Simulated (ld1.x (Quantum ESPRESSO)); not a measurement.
Transferability test, PAW potential for Cu (Z = 29)

* Element: Cu
* Generator: ld1.x (Quantum ESPRESSO) 7.5
* Type: PAW
* Functional: PBE
* Relativity: scalar-relativistic
* Frozen core: [Ar]
* Valence charge: 11
* Reference configuration: 3d10 4s0.75 4p0.25
* Partial waves: 4s (bound): rcut 1.80, rcutus 2.50 bohr; 4s channel at 2.35 Ry: rcut 1.80, rcutus 2.50 bohr; 4p (bound): rcut 2.40, rcutus 2.85 bohr; 4p channel at 1.15 Ry: rcut 2.40, rcutus 2.85 bohr; 3d (bound): rcut 1.10, rcutus 1.55 bohr; 3d channel at 0.8 Ry: rcut 1.10, rcutus 1.55 bohr
* Local potential: all-electron potential smoothed inside 1.45 bohr (lloc = -2)
* Core correction: Bessel-smoothed model core inside 1.50 bohr
* Augmentation charge: BESSEL, radius 1.05 bohr

Energies are relative to the spin-unpolarised reference configuration 3d10 4s0.75 4p0.25; without spin polarisation the order of configurations can differ from experiment.

Problem. Give the all-electron excitation energy and the error of the potential for: 3d10 4s1 4p0; 3d10 4s0 4p0; 3d9 4s0 4p0; 3d10 4s0 4p1; 3d7 4s0 4p0; 3d9 4s2 4p0; 3d10 4s0.5 4p0.

Solution.

```csv
valence configuration,charge,ΔE all-electron (eV),error AE − PS (meV)
3d10 4s1 4p0,0,-0.988,+0.1
3d10 4s0 4p0,+1,7.160,-1.7
3d9 4s0 4p0,+2,28.492,-60
3d10 4s0 4p1,0,3.148,-1.2
3d7 4s0 4p0,+4,127.221,-1882
3d9 4s2 4p0,0,0.982,-35
3d10 4s0.5 4p0,+0.5,2.174,-0.4
```

Levels in the configuration 3d7 4s0 4p0:

| level | all-electron (eV) | pseudo (eV) |
| --- | --- | --- |
| 3d | -70.937 | -72.963 |
